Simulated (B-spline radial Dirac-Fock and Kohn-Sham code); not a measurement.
Gd⁵⁺: eigenvalues, ΔSCF and the reference

System: gadolinium as Gd⁵⁺, configuration [Kr] 4d10 4f6 5s2 5p5.

The density-functional columns are spherical, spin-unpolarised Dirac-Kohn-Sham results without Breit or QED terms: −ε is minus the orbital energy of the initial state and ΔSCF the difference of two total energies. The reference in the last column comes from relaxed Dirac-Fock hole states (ΔSCF) with Breit and QED corrections and a finite nucleus. All numbers are from a radial atomic solver, in eV; a selection of levels is shown. The Kohn-Sham columns are given as differences from the reference. For the 1s level of heavy atoms much of the gap between ΔSCF and the reference is the Breit and QED part, -215.7 eV here; for other levels the error of the functional can be larger.

```
     level  PBE −ε − DF  PBE ΔSCF − DF  LDA −ε − DF  LDA ΔSCF − DF  Dirac-Fock
    K (1s)       -210.5         +251.3       -257.6         +202.8     50316.4
   L1 (2s)       -139.2          -53.7       -145.6          -59.7      8461.8
L2 (2p1/2)       -104.7           +3.4       -107.3           +0.8      8011.0
L3 (2p3/2)       -112.8          -15.5       -114.7          -17.2      7323.4
   M1 (3s)        -72.3          -44.3        -74.1          -46.0      1967.5
M2 (3p1/2)        -58.4          -28.9        -59.1          -29.5      1773.1
M3 (3p3/2)        -57.8          -30.0        -58.2          -30.3      1629.7
M4 (3d3/2)        -38.2           -5.9        -37.9           -5.7      1298.3
M5 (3d5/2)        -38.8           -7.3        -38.6           -7.0      1267.9
   N1 (4s)        -35.8          -21.9        -36.6          -22.7       468.0
N2 (4p1/2)        -29.0          -15.2        -29.3          -15.5       390.8
N4 (4d3/2)        -16.3           -3.4        -16.3           -3.3       230.1
N5 (4d5/2)        -16.4           -3.6        -16.4           -3.5       224.3
 N6,7 (4f)         -8.3           +3.1         -7.9           +3.5       78.15
   O1 (5s)         -9.6           -1.3         -9.3           -1.0       115.9
 O2,3 (5p)         -6.1           +1.5         -5.8           +1.8       87.96
```

Values without a named source are computed, but for edge energies of neutral atoms, which are taken from tables.
